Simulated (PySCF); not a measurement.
## The second ionisation energy along group 13

Calculated with PySCF 2.14 from differences of total energies of unrestricted determinants, without spin-orbit coupling. Values in eV. The last column holds reference values (NIST; (s) semi-empirical, (t) theoretical, else measured). Unmarked ones compare directly (S terms, centres of terms, or small fine structure); those marked * lie between the lowest fine-structure levels and include a spin-orbit shift.

| element | configurations | UHF | MP2 (valence) | SCS-MP2 (valence) | CCSD(T) (valence) | CCSDT (valence) | FCI (valence) | reference |
| --- | --- | --- | --- | --- | --- | --- | --- | --- |
| B (x2c-SVPall, spin-free X2C) | [He] 2s2 → [He] 2s1 | 23.267 | 24.161 | 24.340 | 24.880 | 24.880 | 24.880 | 25.155 |
| Al (x2c-SVPall, spin-free X2C) | [Ne] 3s2 → [Ne] 3s1 | 17.510 | 18.202 | 18.340 | 18.546 | 18.546 | 18.546 | 18.829 |
| Ga (x2c-SVPall, spin-free X2C) | [Ar] 3d10 4s2 → [Ar] 3d10 4s1 | 18.759 | 19.419 | 19.552 | 19.735 | 19.735 | 19.735 | 20.515 |
| In (x2c-SVPall, spin-free X2C) | [Kr] 4d10 5s2 → [Kr] 4d10 5s1 | 17.126 | 17.682 | 17.794 | 17.966 | 17.966 | 17.966 | 18.870 |

```tsv
method	elements	mean error (eV)	mean absolute error (eV)	largest error (eV)
UHF	4	-1.677	1.677	-1.888
MP2 (valence)	4	-0.976	0.976	-1.188
SCS-MP2 (valence)	4	-0.836	0.836	-1.077
CCSD(T) (valence)	4	-0.560	0.560	-0.904
CCSDT (valence)	4	-0.560	0.560	-0.904
FCI (valence)	4	-0.560	0.560	-0.904
```

Errors include the incompleteness of the basis and the frozen core.

"Valence" correlates the outer s and p shells and, in groups 3 to 12 and the f block, the outer d or f shell, open or full, or the next shell where the ion has no valence electron left; the wider scheme adds the next inner shell.
